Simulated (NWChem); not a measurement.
Molecule: C4H7B; SMILES C(=C)BC=C

```xyz
12

B     -0.7721     0.0378     0.0421
H     -1.9050     0.4740     0.0873
C     -0.5571    -1.5019     0.0154
C      0.6534    -2.0862    -0.0316
H     -1.4295    -2.1675     0.0363
H      0.7839    -3.1744    -0.0496
H      1.5763    -1.4959    -0.0543
C      0.3789     1.0746     0.0151
C      0.1217     2.3949     0.0378
H      1.4340     0.7723    -0.0225
H      0.9108     3.1559     0.0199
H     -0.9091     2.7648     0.0756
```
Atoms are numbered in this order, from 1.

Level: PBE0/def2-SVP (NWChem), optimised geometry, unscaled harmonic frequencies. 

List the harmonic frequencies with IR intensities, and the thermochemistry.


```tsv
frequency (cm⁻¹)	IR intensity (km/mol)
56	0.0
119	1.8
185	0.3
332	0.1
475	1.0
532	1.4
557	2.6
854	9.0
890	41.8
956	10.4
1002	19.8
1017	21.4
1021	40.6
1049	2.4
1060	17.2
1096	4.8
1217	84.9
1299	2.7
1322	23.1
1427	13.3
1439	121.8
1677	12.7
1690	127.1
2579	150.8
3138	15.3
3143	15.9
3154	11.8
3163	9.4
3240	8.0
3241	9.0
```

```json
{
  "zero_point_energy": "61.3 kcal/mol",
  "thermal correction to the enthalpy at 298.15 K (with zero-point energy)": "65.9 kcal/mol",
  "heat capacity Cv": "21.2 cal/(mol K)",
  "entropy at 298.15 K and 1 atm (symmetry number 1)": "78.2 cal/(mol K)",
  "dipole_moment": "0.97 D"
}
```

Rigid rotor and harmonic oscillator; modes under 100 cm⁻¹ make the entropy uncertain.
